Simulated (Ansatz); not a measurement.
`N[C@H]1O[Si@@H]1[SiH3]` + `C[Si](O)([SiH3])S` → `O[Si]([SiH3])([SiH3])S` + `C[Si@H]1O[C@@H]1N`  (redistribution)

Isolated molecules relaxed with PBE0-D4/def2-TZVP in Ansatz; ΔE leaves out vibrations. CBS: MP2 limit from def2 TZ/QZ plus the TZ coupled-cluster correction, frozen cores. Functionals use def2-TZVPP. B3LYP here is the variant with VWN-RPA as its local correlation; programs differ in this. One conformer a species, not always the lowest.

`N[C@H]1O[Si@@H]1[SiH3]`:

Cartesian coordinates in Å:
```
N -1.270 -1.977 0.984
C -0.905 -0.947 0.108
O -1.361 0.443 0.432
Si 0.305 0.368 0.459
Si 1.486 1.534 -1.181
H -2.266 -2.162 0.968
H -0.977 -1.819 1.938
H -1.163 -1.178 -0.924
H 0.921 0.395 1.814
H 2.900 1.073 -1.191
H 0.868 1.275 -2.507
H 1.460 2.994 -0.900
```

`C[Si](O)([SiH3])S`:

```xyz
13

C     0.576   -1.075    1.412
Si   -0.356   -0.260    0.018
O    -0.869   -1.343   -1.117
Si    0.897    1.322   -1.163
S    -2.016    0.700    0.989
H     1.421   -1.645    1.017
H    -0.069   -1.761    1.967
H     0.961   -0.328    2.111
H    -1.571   -1.944   -0.859
H     1.983    0.687   -1.959
H     1.511    2.278   -0.202
H     0.007    2.080   -2.084
H    -2.474    1.289   -0.129
```

`O[Si]([SiH3])([SiH3])S`:

Cartesian coordinates in Å:
```
O -0.900 -1.810 0.351
Si -0.451 -0.241 0.080
Si 0.645 0.716 1.923
Si 0.849 -0.275 -1.862
S -2.132 1.059 -0.221
H -1.562 -1.963 1.029
H 1.109 2.089 1.588
H 1.822 -0.115 2.295
H -0.272 0.789 3.095
H -0.012 -0.619 -3.026
H 1.957 -1.263 -1.764
H 1.425 1.081 -2.071
H -2.478 0.552 -1.417
```

`C[Si@H]1O[C@@H]1N`:

Cartesian coordinates in Å:
```
C 2.045 0.669 0.227
Si 0.518 -0.182 -0.386
O -0.267 -1.249 0.603
C -1.135 -0.026 0.339
N -2.356 -0.232 -0.315
H 2.288 1.527 -0.406
H 2.897 -0.017 0.200
H 1.912 1.014 1.253
H 0.634 -0.583 -1.812
H -1.264 0.510 1.277
H -3.012 -0.765 0.242
H -2.261 -0.666 -1.223
```

```json
{"level": "PBE0-D4", "ΔE (kJ/mol)": "-1.0"}
{"level": "B3LYP", "ΔE (kJ/mol)": "0.1"}
```

What does CCSD(T)/CBS give? (Estimate.)

Computed: 0.0 kJ/mol. The listed levels differ from it by -1.0, 0.1 kJ/mol.

Largest T1 diagnostic among the species: 0.015.
